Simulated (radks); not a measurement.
Results of a calculation; reference values are marked as such.
All-electron atom: Te XXXVI in [Ne] 3s2 3p5.

Level of theory: scalar-relativistic Kohn-Sham, revPBE, spin-unpolarised, spherical densities, point nucleus (a radial shooting solver on a logarithmic mesh with Libxc functionals).

Energy parts (hartree):
part                        energy
total                  -5824.99632
kinetic                 6146.43058
electron-nucleus      -12758.44325
Hartree                  898.69694
exchange-correlation    -111.68059

Orbitals (lengths in bohr, moments of r in powers of bohr):
orbital,occ.,eigenvalue (hartree),<r>
1s,2,-1233.235,0.02781
2s,2,-247.0593,0.1185
2p,6,-229.3701,0.1035
3s,2,-92.89296,0.2924
3p,5,-87.28927,0.2844

The highest occupied level is 3p at -2375.3 eV. For comparison, the ionisation energy in NIST's Atomic Spectra Database is 2386 eV (theoretical). In exact Kohn-Sham theory the highest level is minus the ionisation energy, but local and semilocal functionals leave it too shallow, through self-interaction and a potential that decays too fast; potentials with the right tail come closer. The density falls to 0.001 e/bohr^3 at r = 0.83 bohr.

Beside tabulated values, note that spin-unpolarised runs miss the spin-polarisation part of the exchange energy of open shells.
